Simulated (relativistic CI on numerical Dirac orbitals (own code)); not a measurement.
# Radial parameters of O I

Computed by Dirac-Coulomb-Breit CI, separate exchange-only KLI orbitals for each configuration, a model potential for QED, valence Slater integrals scaled by 0.85, P86 correlation energy added to each configuration (own radial code, finite nucleus).

Slater integrals F^k, G^k are unscaled and averaged over j, outside the closed core 1s2; ζ comes from projecting the Hamiltonian with its Breit term on Σ l·s of the shell.

- 2s2 2p4: F^2(2p,2p) = 72859, ζ(2p) = 144.61 cm⁻¹; <r>(2p) = 1.243, <r^2>(2p) = 2.019 (bohr units).
- 2s2 2p3 3s: F^2(2p,2p) = 82544, ζ(2p) = 177.43, G^1(2p,3s) = 2528.9 cm⁻¹; <r>(2p) = 1.113, <r^2>(2p) = 1.582, <r>(3s) = 5.026, <r^2>(3s) = 29.3 (bohr units).
- 2s2 2p3 3p: F^2(2p,2p) = 82863, ζ(2p) = 178.15, F^2(2p,3p) = 3544.2, G^0(2p,3p) = 1213.9, G^2(2p,3p) = 1106.5, ζ(3p) = 4.7503 cm⁻¹; <r>(2p) = 1.109, <r^2>(2p) = 1.566, <r>(3p) = 6.804, <r^2>(3p) = 53.41 (bohr units).

In this model ζ of a weakly bound d, f or g electron outside closed shells comes out too small, for d by up to a factor of two or three and at times with the wrong sign; that of an outer p electron is too small as well.

For a near-neutral ion this model can misplace configurations by up to about 10,000 cm⁻¹ (more where the count of f electrons changes) and terms by 10 to 25 % of their spread. Rates follow the energies as ν³ (E1, M1) or ν⁵ (E2), so they and the lifetimes can be off by large factors. The fine structure of a lone outer electron comes out too small, for d and f at times inverted, and misplaced configurations move strength between like terms. 22 of the 22 excited levels that our extract of the measured tables holds in this range could be paired (the sources list more); they are missed by 3026 cm⁻¹ on average and 4818 at most, and levels without a partner can miss by more.

Averages of the first 10 configurations, taken without configuration mixing, which lowers the lowest level and can move excited configurations by several eV; other configurations of the list can lie among them:

```tsv
Configuration	Parity	States	Average energy above the lowest level (eV)
2s2 2p4	even	15	1.0
2s2 2p3 3s	odd	40	12.1
2s2 2p3 3p	even	120	13.6
2s2 2p3 4s	odd	40	14.7
2s2 2p3 3d	odd	200	14.8
2s 2p5	odd	12	19.2
2p6	even	1	41.1
2s2 2p3 4p	even	120	15.1
2s2 2p3 4d	odd	200	15.6
2s2 2p3 4f	even	280	15.7
```
